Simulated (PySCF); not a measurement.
## Correlation energy of S (sulfur, neutral)

[Ne] 3s2 3p4, high-spin 3P determinant. Computed with PySCF 2.14 in def2-QZVPPD (10s7p5d2f1g, 79 functions), with no relativity, point nucleus. Frozen: 1s2; 14 electrons correlated.

```
  level  correlation energy (mhartree)
   CCSD                        -332.27
    (T)                          -7.67
CCSD(T)                        -339.94
```

Diagnostics: T1 = 0.0077, D1 = 0.0348, largest double amplitude 0.042.

Q: Is a single reference adequate?

A: Yes: T1 lies below 0.03 and no double amplitude reaches 0.07.

This basis was not built for core-valence correlation, so the inner-shell part is incomplete.
